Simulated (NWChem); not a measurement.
## Lowest excitation of HClSi

```xyz
3

Si    -0.7507    -0.8137     0.0000
H      0.3276    -1.9106     0.0000
Cl     0.5989     0.7825     0.0000
```
Charge 0, spin multiplicity 1.

Program: NWChem. The geometry was optimised at PBE0/def2-SVP, a minimum by its harmonic frequencies.

Basis set: def2-SVPD.

The correlated methods keep 10 core orbitals frozen. B3LYP has NWChem's definition, with VWN1-RPA local correlation. The structure started from a generated list of species. Coupled-cluster values serve here as a point of comparison, not as the truth.

**Question.** For the lowest vertical singlet excitation energy, TD-B3LYP gives 2.67 eV and CIS gives 3.08 eV. What do TDA-BHandHLYP, EOM-CCSD, TD-PBE give?

**Answer.** TDA-BHandHLYP: 2.92 eV; EOM-CCSD: 2.87 eV; TD-PBE: 2.52 eV.
